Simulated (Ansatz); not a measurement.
The first iterations of a band of FH + H6W (9 atoms, charge 0, multiplicity 1).

Theory: RKS PBE/def2-SVP in Ansatz 0.2.0.

```
movable images  : 7
climbing image  : yes
spring          : 5.0 eV/Å²
optimiser       : quadratic models (default)
start path      : through a guess of the saddle point
force threshold : 0.05 eV/Å
iteration limit : 60
end points      : relaxed
```

First end point:

```xyz
9
Properties=species:S:1:pos:R:3
W -0.559 -0.571 0.369
H 0.089 0.103 1.797
H 1.043 -0.177 0.194
H -0.202 1.038 0.183
H -1.704 0.331 -0.501
H 0.376 -1.702 -0.485
H -0.015 -0.027 -1.098
F 1.891 1.967 1.241
H 1.238 1.285 1.206
```

Last end point:

```xyz
9
Properties=species:S:1:pos:R:3
W 0.596 0.614 0.156
H -0.528 -0.554 0.987
H 1.543 -0.445 1.086
H -0.498 1.537 1.069
H -1.078 0.390 -0.094
H 0.411 -1.069 -0.079
H -0.010 -0.022 -1.278
F 1.802 1.853 -0.620
H -0.078 -0.057 1.680
```

| iteration | highest image above the first end (eV) | largest band force component (eV/Å) |
| --- | --- | --- |
| 1 | 6.560 | 12.165 |
| 2 | 3.313 | 3.369 |
| 3 | 1.916 | 3.334 |
| 4 | 1.250 | 3.070 |
| 5 | 0.728 | 2.656 |
| 6 | 0.659 | 1.799 |
| 7 | 0.671 | 1.793 |
| 8 | 0.540 | 1.371 |
| 9 | 0.444 | 1.560 |
| 10 | 0.357 | 1.071 |
| 11 | 0.297 | 0.648 |
| 12 | 0.239 | 0.367 |
| 13 | 0.436 | 0.737 |
| 14 | 0.449 | 0.837 |
| 15 | 0.424 | 1.429 |
| 16 | 0.448 | 1.170 |
| 17 | 0.436 | 1.186 |
| 18 | 0.432 | 1.222 |
| 19 | 0.546 | 1.393 |
| 20 | 0.490 | 1.415 |

Does the band converge within its limit, and where does its top end?

The run ended unconverged. It ended after 60 iterations with the highest image 0.000 eV above the first end. The band didn't meet its force threshold, so its energies are provisional: the largest band force was still 2.15 eV/Å, and over the last iterations the top stayed at 0.00 eV. Neighbouring images lie up to 3.8 Å apart, so the band is torn or far too coarse. The orbitals stay closed-shell, which can raise the energy where a bond breaks towards radicals; this wasn't checked here.

Run time: 13 min on 1 thread of AMD EPYC 7R43 64-Core Processor (Zen 3), on a shared host, peak memory 0.15 GiB.
